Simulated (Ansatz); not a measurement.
Cost and result up the ladder for Zn3O3H12, a cluster cut from zinc blende ZnO (hydrogen-capped) (18 atoms). The state is a singlet with charge 0. Geometry: r2SCAN-D4/def2-SVP.

```tsv
atom	x (Å)	y (Å)	z (Å)
O1	-0.967	1.789	-0.251
O2	-0.510	-1.230	1.555
O3	1.481	-0.560	-1.302
Zn4	0.632	1.516	-1.905
Zn5	1.200	-2.194	0.315
Zn6	-1.815	0.684	1.606
H7	1.750	2.384	-1.238
H8	-0.350	0.995	-3.010
H9	2.380	-1.756	1.244
H10	0.286	-3.136	-0.541
H11	-0.987	1.465	2.679
H12	-3.065	0.072	0.886
H13	-0.730	2.652	0.127
H14	-1.773	1.932	-0.775
H15	-0.136	-1.248	2.451
H16	-1.184	-1.930	1.527
H17	2.433	-0.371	-1.244
H18	1.354	-1.065	-2.122
```

Ansatz on 4 threads of Arm Neoverse N1 on a shared host. Times are rough, and most runs start from the orbitals of an earlier one. PBE0-D4/def2-TZVP serves as the yardstick here, not as an exact answer. Differences are given only for rows in sets of like size (and for xTB, whose basis is part of the method), since another set adds its own error. Binding counts from free atoms at the same level (O triplet, Zn singlet, H doublet; other spins of the atoms weren't run), without zero-point energy or a counterpoise term.

B3LYP takes the VWN-RPA correlation. HSE06 is defined as in plane-wave codes, on full-range PBE exchange. Correlated methods freeze 30 core orbitals.

Correlated methods converge slowly with the basis.

| level | functions | wall time |
| --- | --- | --- |
| PBE-D4/def2-SVP | 195 | 5.5 s |
| PBE0-D4/def2-SVP | 195 | 9 s |
| PBE-D4/def2-TZVP (with forces) | 309 | 11 s |
| r2SCAN-D4/def2-TZVP | 309 | 18 s |
| B3LYP-D4/def2-TZVP | 309 | 21 s |
| MP2/def2-TZVP | 309 | 21 s |
| HSE06-D4/def2-TZVP | 309 | 23 s |
| PBE0-D4/def2-TZVP | 309 | 27 s |

(1) Estimate what each level gives for the binding energy per atom (eV).

Answers

(1) 
| level | binding energy per atom (eV) | difference from PBE0-D4/def2-TZVP (eV) |
| --- | --- | --- |
| PBE-D4/def2-SVP | 2.54 | – |
| PBE0-D4/def2-SVP | 2.49 | – |
| PBE-D4/def2-TZVP (with forces) | 2.49 | 0.04 |
| r2SCAN-D4/def2-TZVP | 2.52 | 0.08 |
| B3LYP-D4/def2-TZVP | 2.47 | 0.02 |
| MP2/def2-TZVP | 2.40 | -0.05 |
| HSE06-D4/def2-TZVP | 2.45 | 0.00 |
| PBE0-D4/def2-TZVP | 2.45 | 0.00 |
